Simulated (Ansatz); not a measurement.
`FC1=C[CH]1[GeH3]` and `CC1C=C1F` differ in one atom or group.

Ansatz, PBE0-D4/def2-TZVP geometries, multiplicity 1. 

Scalar relativity is left out up to krypton.

| property | `FC1=C[CH]1[GeH3]` |
| --- | --- |
| LUMO energy (ωB97M-V/def2-TZVPP) / eV | 2.20 |
| ideal-gas entropy at 298 K and 1 bar (rigid rotor, harmonic PBE0-D4/def2-TZVP) / J/(mol·K) | 341 |
| size of the dipole moment (PBE/def2-TZVPP) / D | 1.11 |
| HOMO–LUMO gap (ωB97M-V/def2-TZVPP) / eV | 11.30 |
| size of the dipole moment (ωB97M-V/def2-TZVPP) / D | 1.15 |
| HOMO–LUMO gap (B3LYP/def2-TZVPP) / eV | 6.61 |

(1) Give the same properties after the change, and the shifts. (Estimate.)

Results:

(1) The calculation gave: 
```
                                                                                  property  `CC1C=C1F`  shift
                                                     LUMO energy (ωB97M-V/def2-TZVPP) / eV        2.63   0.43
ideal-gas entropy at 298 K and 1 bar (rigid rotor, harmonic PBE0-D4/def2-TZVP) / J/(mol·K)         302    -39
                                            size of the dipole moment (PBE/def2-TZVPP) / D        1.04  -0.07
                                                   HOMO–LUMO gap (ωB97M-V/def2-TZVPP) / eV       12.12   0.82
                                        size of the dipole moment (ωB97M-V/def2-TZVPP) / D        1.17   0.02
                                                     HOMO–LUMO gap (B3LYP/def2-TZVPP) / eV        7.27   0.66
```

With PBE0 the HOMO falls by 0.30 eV and the LUMO rises by 0.38 eV, so the gap widens by about 0.68 eV. PBE moves the HOMO by -0.22 eV and ωB97M-V by -0.39 eV. Dipoles are sizes alone; their direction can turn.

B3LYP here is the variant with VWN-RPA as its local correlation; programs differ in this.
